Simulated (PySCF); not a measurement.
CsGe: frontier orbitals

PBE at R = 3.397 Å; Cs def2-SVP with ECP46, Ge def2-SVP; scalar-relativistic core potentials (PySCF 2.14). State: ⁴Σ⁻ (quartet), unpaired electrons σ ↑, π ↑↑. Only the outer orbitals are listed, counted within each symmetry, core potentials removing the inner ones.

```csv
spin,orbital,occ.,ε (eV),on Cs (%),main shells (%)
α,4π,1,-13.95,100,100 Cs p
α,4π,1,-13.95,100,100 Cs p
α,8σ,1,-13.90,97,98 Cs p
α,9σ,1,-9.77,4,96 Ge s
α,10σ,1,-3.09,26,"74 Ge p, 21 Cs s"
α,5π,1,-2.84,13,"87 Ge p, 9 Cs d"
α,5π,1,-2.84,13,"87 Ge p, 9 Cs d"
α,11σ,0,-1.80,86,"74 Cs s, 15 Ge p, 9 Cs p"
α,6π,0,-0.65,100,"80 Cs p, 20 Cs d"
α,6π,0,-0.65,100,"80 Cs p, 20 Cs d"
β,4π,1,-13.90,100,100 Cs p
β,4π,1,-13.90,100,100 Cs p
β,8σ,1,-13.76,99,99 Cs p
β,9σ,1,-8.07,5,95 Ge s
β,10σ,0,-1.87,74,"70 Cs s, 26 Ge p"
β,5π,0,-1.18,26,"74 Ge p, 18 Cs d, 8 Cs p"
β,5π,0,-1.18,26,"74 Ge p, 18 Cs d, 8 Cs p"
```

Question: Which are the highest filled and the lowest empty level, where do they sit, and how wide is the gap?

Answer: Highest filled α 5π at -2.84 eV (in %: 87 Ge p, 9 Cs d); lowest empty β 10σ at -1.87 eV (in %: 70 Cs s, 26 Ge p); the gap at PBE is 0.97 eV.

The bond order (Mayer) is 0.95 and the ⟨S²⟩ is 3.751. The charge on Cs (Mulliken, basis-dependent) is 0.44, the charge on Cs (Löwdin, basis-dependent) is 0.21 and the dipole moment (positive dipole means Cs(−)Ge(+)) is -9.10 D. The polarisability along the bond is 238.0 bohr³. The polarisability across the bond is 100.3 bohr³.

Spin–orbit coupling is left out. The state was picked by a PBE0 search and need not be the measured ground state.
